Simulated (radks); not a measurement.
The numbers below are computed, except where a source is named.
Trend from Rb3+ to Xe3+: ionisation energy by Delta-SCF between NIST ground configurations, and size. Level of theory: non-relativistic Kohn-Sham, PBEsol, spin-polarised, spherical densities, point nucleus; open shells are filled with parallel spins first (spin-orbit coupling, left out, can overturn this in heavy ions) (a radial shooting solver on a logarithmic mesh with Libxc functionals).

species      configuration  configuration of the ion  IE (eV)  NIST (eV)       kind  outermost  <r> outermost (bohr)  r at 0.001 e/bohr^3 (bohr)
Rb3+     [Ar] 3d10 4s2 4p4         [Ar] 3d10 4s2 4p3   51.625       52.2  semi-emp.         4p                  1.58                        3.22
Sr3+     [Ar] 3d10 4s2 4p5         [Ar] 3d10 4s2 4p4   56.227     56.280  semi-emp.         4p                  1.50                        3.16
Zr3+              [Kr] 4d1                      [Kr]   34.845     34.418       exp.         4d                  1.81                        3.23
Nb3+              [Kr] 4d2                  [Kr] 4d1   37.943      37.61       exp.         4d                  1.69                        3.27
Mo3+              [Kr] 4d3                  [Kr] 4d2   40.891       40.3  semi-emp.         4d                  1.59                        3.26
Tc3+              [Kr] 4d4                  [Kr] 4d3   43.734         41     theory         4d                  1.50                        3.22
Ru3+              [Kr] 4d5                  [Kr] 4d4   46.501         45     theory         4d                  1.42                        3.18
Rh3+              [Kr] 4d6                  [Kr] 4d5   45.163         42     theory         4d                  1.36                        3.14
Pd3+              [Kr] 4d7                  [Kr] 4d6   48.219         46     theory         4d                  1.30                        3.10
Ag3+              [Kr] 4d8                  [Kr] 4d7   51.159         49     theory         4d                  1.24                        3.05
Cd3+              [Kr] 4d9                  [Kr] 4d8   54.016         51     theory         4d                  1.19                        3.01
In3+             [Kr] 4d10                  [Kr] 4d9   56.813      55.45       exp.         4d                  1.14                        2.96
Sn3+         [Kr] 4d10 5s1                 [Kr] 4d10   39.788      40.74       exp.         5s                  2.18                        3.37
Sb3+         [Kr] 4d10 5s2             [Kr] 4d10 5s1   42.334      43.80       exp.         5s                  2.09                        3.51
Te3+     [Kr] 4d10 5s2 5p1             [Kr] 4d10 5s2   36.610     37.416       exp.         5p                  2.24                        3.65
I3+      [Kr] 4d10 5s2 5p2         [Kr] 4d10 5s2 5p1   39.984      40.36       exp.         5p                  2.12                        3.67
Xe3+     [Kr] 4d10 5s2 5p3         [Kr] 4d10 5s2 5p2   43.154       42.2       exp.         5p                  2.02                        3.65

Reference values: NIST Atomic Spectra Database (exp. = measured, semi-emp. = semi-empirical, theory = theoretical value adopted there). Relativity is left out here, which matters for elements this heavy. Open shells are spherical and high-spin; term and fine-structure splittings are not resolved.
